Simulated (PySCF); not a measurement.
# One molecule, several mistakes: CFH7Si2

All numbers below are calculated, not measured. The program is PySCF 2.14.0, an open-source quantum chemistry code, run on an isolated molecule that a program drew, which may never have been made. The molecule is CFH7Si2 (charge 0, singlet), drawn as the SMILES string `C[SiH](F)[SiH3]`.

Each row is a Hartree-Fock (HF) and frozen-core CCSD(T) single point in the cc-pV(D+d)Z basis, meant for a local HF minimum. Run 1 is clean. Each other run has one planted mistake out of seven kinds, and not every kind appears here: one electron removed, one electron added, multiplicity raised by two, geometry at a saddle point, minimal basis STO-3G, one bond length entered in bohr, all coordinates scaled. The reference is restricted for singlets and unrestricted otherwise, and also for a bond in bohr. Adding or removing an electron swaps singlet and doublet. Electrons count all cores. HOMO and LUMO are orbital energies over both spins, the gradient is its largest component, and the lowest frequency (negative if imaginary) is given only where the gradient is small. Bond lengths are over the 10 bonds as drawn. T1 is the CCSD diagnostic: over 0.02 (restricted) or 0.045 (unrestricted) a single reference is doubtful.

Geometry of the clean run:
```xyz
11
CFH7Si2, angstrom
C     1.1114   -1.0845   -1.5892
Si    1.3083    0.7394   -1.9400
F    -0.1378    1.4537   -1.7212
Si    2.8566    1.8098   -0.5116
H     2.0539   -1.6108   -1.7686
H     0.3495   -1.5209   -2.2406
H     0.8155   -1.2595   -0.5518
H     1.6720    0.9525   -3.3582
H     4.2026    1.2158   -0.7111
H     2.4654    1.6260    0.9072
H     2.9270    3.2596   -0.8108
```

| run | electrons | basis functions | <S^2> | HOMO (eV) | LUMO (eV) | gradient (hartree/bohr) | lowest frequency (cm^-1) | mean bond (Å) | longest bond (Å) | T1 | HF (hartree) | CCSD(T) (hartree) | mistake |
|---|---|---|---|---|---|---|---|---|---|---|---|---|---|
| 1 | 50 | 109 | 0.000 | -10.88 | 3.37 | 6.3e-06 | 96 | 1.5068 | 2.363 | 0.0117 | -719.32480 | -719.93051 | no fault |
| 2 | 50 | 109 | 0.826 | -9.23 | 1.09 | 9.9e-03 | - | 1.6389 | 2.806 | 0.0402 | -719.21570 | -719.81097 | one bond length entered in bohr |
| 3 | 51 | 109 | 0.759 | 2.15 | 8.50 | 6.4e-02 | - | 1.5068 | 2.363 | 0.0131 | -719.22245 | -719.84868 | one electron added |
| 4 | 50 | 109 | 2.007 | -4.43 | -1.97 | 2.5e-02 | - | 1.5068 | 2.363 | 0.0191 | -719.10042 | -719.70346 | multiplicity raised by two |
| 5 | 50 | 109 | 0.000 | -10.93 | 3.65 | 5.1e-02 | - | 1.4405 | 2.259 | 0.0112 | -719.30339 | -719.90440 | all coordinates scaled |
| 6 | 49 | 109 | 0.760 | -17.76 | -8.60 | 8.7e-02 | - | 1.5068 | 2.363 | 0.0183 | -718.96719 | -719.55856 | ? |

**Which mistake was planted in run 6, and what did it cost?**

It counts 49 electrons, one fewer than the clean run, at the same geometry and basis. So the mistake is: one electron removed. Subtracting run 1 and multiplying by 627.51 kcal/mol a hartree, the energy moved by 224.4 kcal/mol in HF and 233.4 kcal/mol in CCSD(T).

Cautions from the logs. Run 3: the HOMO is above zero, so the electron isn't bound and the energy depends on the basis.
